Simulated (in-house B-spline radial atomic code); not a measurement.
# RPBE excitations of Zn2+

Method: RPBE. Computed with an all-electron radial atomic-structure program (B-spline basis): linear response of the closed shell [Ar] 3d10 with the functional's adiabatic kernel; scalar-relativistic (spin-free one-electron X2C), finite nucleus, no spin-orbit coupling, no double excitations, S, P, D and F terms only. Only terms of natural parity with L up to 3 were computed.

Command:
```bash
python run_td.py task.json out
```
Settings (radii: box in bohr, nucleus in fm):
```
Z                        30
electrons                28
configuration            [Ar] 3d10
hamiltonian              x2c
method                   rpbe,pbe
box_radius               29.48
rms_radius               3.9283
intervals                73
```

Run time, properties included: 1.8 s on 1 thread of Intel(R) Xeon(R) Platinum 8259CL CPU @ 2.50GHz (Skylake/Cascade Lake), with other jobs on the host.

The lowest states, in the order of their Tamm-Dancoff energies; the method's threshold (minus the highest occupied level) is 30.73 eV. Labels give the largest channel, * marks a mixed state, and oscillator strengths are full-response dipole values. Semilocal kernels can invert the small singlet-triplet splittings of Rydberg terms. Energies in eV:

```tsv
state	full response	Tamm-Dancoff	oscillator strength
3d → 4s 3D	?	?	-
3d → 4s 1D	7.952	7.961	-
3d → 4p 3P	14.560	14.588	-
3d → 4p 3F	14.634	14.654	-
3d → 4p 1F	14.913	14.916	-
3d → 4p 1P	15.704	15.779	0.438
3d → 5s 3D	22.525	22.530	-
3d → 5s 1D	22.627	22.628	-
3d → 4d 3S	22.817	22.836	-
3d → 4d 3D	23.161	23.166	-
3d → 4d 1D	23.386	23.396	-
3d → 5p 3P	?	?	-
3d → 5p 3F	24.556	24.560	-
3d → 5p 1F	24.619	24.620	-
3d → 4d 1S	24.458	24.637	-
3d → 5p 1P	24.761	24.775	0.0379
```

Question: Where does 3d → 4s 3D lie?

Answer: At 7.355 eV in full response, 7.388 eV in Tamm-Dancoff.

Question: Where does 3d → 5p 3P lie?

Answer: At 24.529 eV in full response, 24.534 eV in Tamm-Dancoff.

Question: How large is the singlet-triplet splitting of 3d → 4s (D terms) in Tamm-Dancoff?

Answer: 0.573 eV, from the unrounded values.

Question: What polarisabilities and dispersion coefficient does the method give?

Answer: Dipole 3.021 bohr³, quadrupole 10.72 bohr⁵, C6 8.153 hartree·bohr⁶ for two such species.
